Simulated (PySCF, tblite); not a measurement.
Isomers of C6H6F4O2, one GFN2-xTB conformer each. Single-point energies are computed at PBE0/pcSseg-1 (PySCF, gas phase, no added dispersion term), electronic only.

**Question.** Rank them by PBE0/pcSseg-1 energy, lowest first (kcal/mol).
A. `[CH3:1][O:2][C:3](=[O:4])/[CH:5]=[CH:6]\[C@H:7]([F:8])[C:9]([F:10])([F:11])[F:12]` with C1–O2–C3–O4 -1°, O2–C3–C5–C6 -177°, C5–C6–C7–F8 -155°
B. `F[C@@H]1OC[C@]12CO[C@@H]2C(F)(F)F`
C. `[CH3:1][C:2](=[O:3])[O:4]/[CH:5]=[C:6](/[F:7])[CH2:8][C:9]([F:10])([F:11])[F:12]` with C1–C2–O4–C5 -178°, C2–O4–C5–C6 177°, C5–C6–C8–C9 -84°

**Answer.** C (0.0), A (5.6), B (37.1).

As drawn, the lowest has a C=O bond, a C(=O)–O unit and a C=C bond outside aromatic rings, which the highest lacks; the highest has a four-membered ring and a quaternary carbon, which the lowest lacks. GFN2-xTB itself gives, in the same order: 0.0, 11.3, 22.7. Both levels put the same isomer lowest; measured from each level's own lowest isomer, the values differ by up to 14.4 kcal/mol (F[C@@H]1OC[C@]12CO[C@@H]2C(F)(F)F: 22.7 against 37.1).

**Question.** Which frontier levels, dipoles and rotational constants go with these structures?

**Answer.** 
| SMILES | HOMO (eV, PBE0/pcSseg-1) | LUMO (eV) | dipole (D) | A, B, C (MHz) |
| --- | --- | --- | --- | --- |
| CC(=O)O/C=C(/F)CC(F)(F)F | -7.37 | -0.67 | 2.99 | 1430, 541.4, 434.1 |
| COC(=O)/C=C\[C@H](F)C(F)(F)F | -8.44 | -1.96 | 3.78 | 1797, 525.9, 483.4 |
| F[C@@H]1OC[C@]12CO[C@@H]2C(F)(F)F | -8.32 | 0.73 | 2.60 | 1510, 739.4, 678.6 |

**Question.** What happens when harmonic zero-point energies from GFN2-xTB frequencies are added?

**Answer.** 
```json
{"SMILES": "CC(=O)O/C=C(/F)CC(F)(F)F", "ZPE (kcal/mol)": "72.2", "electronic (kcal/mol)": "0.0", "with ZPE (kcal/mol)": "0.0"}
{"SMILES": "COC(=O)/C=C\\[C@H](F)C(F)(F)F", "ZPE (kcal/mol)": "72.4", "electronic (kcal/mol)": "5.6", "with ZPE (kcal/mol)": "5.7"}
{"SMILES": "F[C@@H]1OC[C@]12CO[C@@H]2C(F)(F)F", "ZPE (kcal/mol)": "74.4", "electronic (kcal/mol)": "37.1", "with ZPE (kcal/mol)": "39.3"}
```

The zero-point energies span 2.2 kcal/mol. The order is unchanged.
